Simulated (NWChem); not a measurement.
System: CH3N2S anion

Input file for NWChem:

```
start job
memory heap 200 mb stack 900 mb global 1100 mb
charge -1
geometry units angstroms noautoz
  N      1.159874    -1.172947     0.010874
  C      0.112167    -0.408126     0.015070
  N     -1.134234    -1.061050     0.043918
  S      0.037783     1.354135     0.003703
  H      1.991781    -0.587238     0.025580
  H     -1.088497    -2.018097    -0.290829
  H     -1.893999    -0.509919    -0.331356
end
basis spherical
  * library def2-svpd
end
dft
  xc b3lyp
  iterations 150
  mulliken
end
task dft energy
```

Excerpt of the output:

```
             Northwest Computational Chemistry Package (NWChem) 7.3.0
             --------------------------------------------------------

 C1  symmetry detected

                             Geometry "geometry" -> ""
                             -------------------------

 Output coordinates in angstroms (scale by  1.889725989 to convert to a.u.)

  No.       Tag          Charge          X              Y              Z
 ---- ---------------- ---------- -------------- -------------- --------------
    1 N                    7.0000     1.16518504    -1.16793910    -0.00033749
    2 C                    6.0000     0.10651608    -0.41852019     0.01547492
    3 N                    7.0000    -1.12981934    -1.08960380     0.05765234
    4 S                   16.0000     0.00625746     1.34246649     0.00546733
    5 H                    1.0000     1.98855099    -0.57013077     0.00551669
    6 H                    1.0000    -1.07373464    -2.04582821    -0.27787080
    7 H                    1.0000    -1.90159216    -0.54958335    -0.30917656

 Effective nuclear repulsion energy (a.u.)     145.3388012157

                                 NWChem DFT Module
                                 -----------------

 Summary of "ao basis" -> "ao basis" (spherical)
 ------------------------------------------------------------------------------
       Tag                 Description            Shells   Functions and Types
 ---------------- ------------------------------  ------  ---------------------
 N                         def2-svpd                 8       20   4s2p2d
 C                         def2-svpd                 8       20   4s2p2d
 S                         def2-svpd                11       27   5s4p2d
 H                         def2-svpd                 4        8   2s2p

            General Information
            -------------------
          SCF calculation type: DFT
          Wavefunction type:  closed shell.
          No. of atoms     :     7
          No. of electrons :    40
           Alpha electrons :    20
            Beta electrons :    20
          Charge           :    -1
          Spin multiplicity:     1
          Use of symmetry is: off; symmetry adaption is: off
          Maximum number of iterations: 150
          AO basis - number of functions:   111
                     number of shells:    47
          Convergence on energy requested:  1.00D-06
          Convergence on density requested:  1.00D-05
          Convergence on gradient requested:  5.00D-04

              XC Information
              --------------
                         B3LYP Method XC Potential
                     Hartree-Fock (Exact) Exchange  0.200
                        Slater Exchange Functional  0.800 local
                    Becke 1988 Exchange Functional  0.720 non-local
              Lee-Yang-Parr Correlation Functional  0.810
                  VWN I RPA Correlation Functional  0.190 local

             Grid Information
             ----------------
          Grid used for XC integration:  medium
          Radial quadrature: Mura-Knowles
          Angular quadrature: Lebedev.
          Tag              B.-S. Rad. Rad. Pts. Rad. Cut. Ang. Pts.
          ---              ---------- --------- --------- ---------
          N                   0.65       49          11.0       434
          C                   0.70       49          10.0       434
          S                   1.00       88          11.0       590
          H                   0.35       45          12.0       434
          Grid pruning is: on
          Number of quadrature shells:   370
          Spatial weights used:  Erf1

      Superposition of Atomic Density Guess
      -------------------------------------

 Sum of atomic energies:        -544.96364392

 Renormalizing density from      39.00 to     40

      Non-variational initial energy
      ------------------------------

 Total energy =    -555.337457
 1-e energy   =   -1063.718191
 2-e energy   =     363.041933
 HOMO         =       0.031325
 LUMO         =       0.233592

     ---------------------------------------------
      Total Density - Mulliken Population Analysis
     ---------------------------------------------

    Atom       Charge   Shell Charges
 -----------   ------   -------------------------------------------------------
    1 N    7     7.89   1.99  1.03  0.57  0.33  2.36  1.59  0.01 -0.00
    2 C    6     4.84   1.99  0.87  0.16 -0.10  1.39  0.58  0.07 -0.11
    3 N    7     7.13   1.99  0.99  0.39 -0.00  2.26  1.50  0.01 -0.02
    4 S   16    17.18   2.00  1.98  1.05  0.86  0.05  5.91  1.54  3.10  0.62  0.02  0.05
    5 H    1     0.91   0.68  0.16  0.04  0.03
    6 H    1     1.04   0.67  0.26  0.04  0.07
    7 H    1     1.02   0.66  0.27  0.04  0.04

   convergence    iter        energy       DeltaE   RMS-Dens  Diis-err
 ---------------- ----- ----------------- --------- --------- ---------
 d= 0,ls=0.0,diis     1   -547.2588361280 -6.93D+02  2.37D-02  1.53D+00
 d= 0,ls=0.0,diis     2   -546.9833806135  2.75D-01  1.68D-02  4.01D+00
 d= 0,ls=0.0,diis     3   -547.4451936392 -4.62D-01  1.24D-02  1.66D-01
 d= 0,ls=0.0,diis     4   -547.4589429589 -1.37D-02  5.13D-03  4.23D-02
 d= 0,ls=0.0,diis     5   -547.4635725230 -4.63D-03  7.86D-04  3.46D-03
  Resetting Diis
 d= 0,ls=0.0,diis     6   -547.4640647685 -4.92D-04  1.48D-04  1.33D-04
 d= 0,ls=0.0,diis     7   -547.4640872547 -2.25D-05  9.13D-05  7.16D-06
 d= 0,ls=0.0,diis     8   -547.4640862007  1.05D-06  5.15D-05  1.65D-05
 d= 0,ls=0.0,diis     9   -547.4640880296 -1.83D-06  5.10D-06  1.29D-07
 d= 0,ls=0.0,diis    10   -547.4640880424 -1.28D-08  2.76D-06  2.33D-08

         Total DFT energy =     -547.464088042411
      One electron energy =    -1048.702327661244
           Coulomb energy =      402.121510878300
    Exchange-Corr. energy =      -46.222072475166
 Nuclear repulsion energy =      145.338801215700

 Numeric. integr. density =       39.999998193495

                       DFT Final Molecular Orbital Analysis
                       ------------------------------------

 Vector   18  Occ=2.000000D+00  E=-7.678264D-02
              MO Center= -1.8D-01, -9.1D-01,  7.2D-02, r^2= 2.6D+00
   Bfn.  Coefficient  Atom+Function         Bfn.  Coefficient  Atom+Function
  ----- ------------  ---------------      ----- ------------  ---------------
    44      0.690451  3 N  s                 47     -0.430809  3 N  pz
    24     -0.384237  2 C  s                  7      0.340203  1 N  pz
    50      0.284990  3 N  pz                 4      0.249045  1 N  s
    97     -0.245500  6 H  s                105     -0.214963  7 H  s
    10     -0.212421  1 N  pz                23     -0.209582  2 C  s

 Vector   19  Occ=2.000000D+00  E=-2.192074D-02
              MO Center=  1.9D-01,  8.6D-01, -1.8D-02, r^2= 2.8D+00
   Bfn.  Coefficient  Atom+Function         Bfn.  Coefficient  Atom+Function
  ----- ------------  ---------------      ----- ------------  ---------------
    74      0.480248  4 S  pz                71      0.382702  4 S  pz
     7      0.265631  1 N  pz                68      0.216111  4 S  pz
    10     -0.170385  1 N  pz                72      0.152519  4 S  px
    77      0.140188  4 S  pz                69      0.116856  4 S  px
     4      0.092107  1 N  s                 24     -0.070354  2 C  s

 Vector   20  Occ=2.000000D+00  E=-1.942567D-02
              MO Center=  7.5D-02,  1.1D+00,  2.2D-02, r^2= 2.6D+00
   Bfn.  Coefficient  Atom+Function         Bfn.  Coefficient  Atom+Function
  ----- ------------  ---------------      ----- ------------  ---------------
    72      0.550038  4 S  px                69      0.403910  4 S  px
     4      0.302051  1 N  s                 66      0.229493  4 S  px
    75      0.194518  4 S  px                89     -0.183488  5 H  s
     6      0.180746  1 N  py                44      0.167878  3 N  s
    43      0.147189  3 N  s                 24     -0.140389  2 C  s

 Vector   21  Occ=0.000000D+00  E= 1.632222D-01
              MO Center= -1.3D+00, -7.6D-01, -7.7D-01, r^2= 7.6D+00
   Bfn.  Coefficient  Atom+Function         Bfn.  Coefficient  Atom+Function
  ----- ------------  ---------------      ----- ------------  ---------------
    44      3.210984  3 N  s                 24     -1.633044  2 C  s
    97     -1.603140  6 H  s                 65      1.467597  4 S  s
   105     -1.469909  7 H  s                  4      1.387035  1 N  s
    89     -0.932887  5 H  s                102     -0.762989  6 H  py
    76     -0.707501  4 S  py               109     -0.684441  7 H  px

 Vector   22  Occ=0.000000D+00  E= 1.831768D-01
              MO Center= -6.9D-02,  3.0D+00, -4.9D-02, r^2= 7.7D+00
   Bfn.  Coefficient  Atom+Function         Bfn.  Coefficient  Atom+Function
  ----- ------------  ---------------      ----- ------------  ---------------
    24      4.579777  2 C  s                 76      2.303424  4 S  py
    65     -1.649170  4 S  s                 64     -1.187668  4 S  s
    29      0.811203  2 C  py                23     -0.607756  2 C  s
    73      0.441781  4 S  py                 4     -0.429613  1 N  s
     3      0.351001  1 N  s                 44     -0.276909  3 N  s

 Vector   23  Occ=0.000000D+00  E= 1.903392D-01
              MO Center=  2.8D-01,  3.0D-01,  7.5D-01, r^2= 6.5D+00
   Bfn.  Coefficient  Atom+Function         Bfn.  Coefficient  Atom+Function
  ----- ------------  ---------------      ----- ------------  ---------------
    44      1.048316  3 N  s                  4      0.945020  1 N  s
    65      0.885971  4 S  s                 89     -0.781440  5 H  s
    24     -0.735033  2 C  s                105     -0.673066  7 H  s
    77      0.599405  4 S  pz                27     -0.404548  2 C  pz
    30     -0.363122  2 C  pz                93      0.352287  5 H  px

     ---------------------------------------------
      Total Density - Mulliken Population Analysis
     ---------------------------------------------

[...]
```

Level: B3LYP/def2-SVPD. The geometry was optimised at B3LYP/def2-SVPD. B3LYP is NWChem's, with the RPA form of VWN correlation.
